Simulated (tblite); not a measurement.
C₄H₁₁OPSi.
Numbering: `[O:1]=[P@@H:2]1[CH2:3][CH2:4][C@@H:5]([SiH3:6])[CH2:7]1` (hydrogens: H8 on P2; H9, H10 on C3; H11, H12 on C4; H13 on C5; H14, H15, H16 on Si6; H17, H18 on C7)

Cartesian coordinates in Å at the GFN2-xTB level; atoms count from 1:
```xyz
18
C4H11OPSi angstrom
O     -2.8929    1.1941    0.0745
P     -1.5568    0.8069   -0.3851
C     -1.2039   -0.9966   -0.4810
C     -0.1555   -1.2165    0.6091
C      0.7660    0.0063    0.6300
Si     1.8990    0.1015   -0.9005
C     -0.1568    1.2172    0.7197
H     -1.2294    1.3302   -1.6370
H     -0.8190   -1.2744   -1.4623
H     -2.1234   -1.5527   -0.2927
H      0.4052   -2.1386    0.4455
H     -0.6608   -1.2989    1.5767
H      1.3972   -0.0409    1.5249
H      1.1480    0.3302   -2.1353
H      2.8170    1.2214   -0.6886
H      2.6182   -1.1692   -0.9977
H      0.3275    2.1572    0.4538
H     -0.5884    1.3290    1.7211
```

Computed with GFN2-xTB (tblite): harmonic, unscaled wavenumbers at the GFN2-xTB geometry, gas phase. This tight-binding method is rough: wavenumbers can miss measured ones by several per cent, in bad cases by 10 to 20. Modes of hydrogen on phosphorus and silicon can be 10 to 20 % off. One conformer, not necessarily the lowest.

Harmonic wavenumbers (cm⁻¹): 64.0, 103.8, 153.7, 211.6, 293.4, 311.9, 351.0, 428.4, 496.5, 567.9, 605.3, 681.8, 686.2, 725.9, 756.7, 787.1, 796.2, 802.6, 828.5, 869.8, 941.5, 952.6, 971.9, 1013.1, 1066.0, 1096.0, 1100.0, 1139.9, 1201.2, 1235.3, 1251.3, 1276.0, 1291.0, 1327.3, 1433.8, 1441.9, 1493.1, 2253.6, 2268.4, 2273.8, 2276.0, 2913.9, 2921.9, 2943.3, 2975.9, 2978.1, 2980.8, 2985.1.

A = 3401, B = 1206, C = 1117 MHz; mass 134.032 u (most abundant isotopes); point group C1, symmetry number 1.

Zero-point energy?

½Σν̃ = 30262 cm⁻¹ = 86.53 kcal/mol.

Give the ideal-gas entropy at 298.15 K and 1 bar in the rigid-rotor, harmonic-oscillator model (classical rotation).

Translation 40.62, rotation 28.64, vibration 21.88: S = 91.1 cal/(mol K).

And Cp and H(298.15 K) − H(0)?

Cp = 35.70 cal/(mol K), of which vibrations give 27.75 (their classical limit is 48 R = 95.4); H(298.15 K) − H(0) = 6.08 kcal/mol without the zero-point energy, 3.71 from vibrations.

Which modes carry the vibrational entropy at 298.15 K?

64.0 cm⁻¹: 4.33; 103.8 cm⁻¹: 3.38; 153.7 cm⁻¹: 2.63; 211.6 cm⁻¹: 2.03; 293.4 cm⁻¹: 1.45; 311.9 cm⁻¹: 1.35 cal/(mol K); the other 42 give 6.70 together.

Blend soft modes into free rotors: weight 1/[1 + (100 cm⁻¹/ν̃)⁴] for the oscillator and the rest for a rotor with moment μB/(μ + B), μ = h/(8π²ν), B = 10⁻⁴⁴ kg m². What vibrational entropy results?

20.72 cal/(mol K) in place of 21.88, which changes −T·S at 298.15 K by +0.34 kcal/mol.

How do the functions run with temperature in this model?

```csv
T (K),S (cal/(mol K)),Cp (cal/(mol K)),H − H(0) (kcal/mol),G − H(0) (kcal/mol),ln q(vib)
100,65.7,15.4,1.12,-5.45,0.96
200,79.2,24.9,3.12,-12.73,2.76
300,91.4,35.9,6.15,-21.26,4.78
500,114.4,54.7,15.33,-41.87,9.22
800,144.2,71.9,34.56,-80.80,16.03
1000,161.1,79.2,49.72,-111.37,20.35
```

q(vib) and H(0) count from the zero-point level.

What must be added to the electronic energy to get the Gibbs energy at 298.15 K and 1 bar?

ZPE + [H(298.15 K) − H(0)] − T·S = 86.53 + 6.08 − 27.17 = 65.44 kcal/mol.

Hindered rotation and anharmonicity are outside this model. Other conformers, if any are populated, would add a mixing term that is left out. The structure is chiral; the term R ln 2 for an equal mix with its mirror image is left out.

Hardware: one thread, Arm Neoverse V1 (aarch64), shared host. Cost: 0.68 s of wall time. The figure is for the frequency step alone.
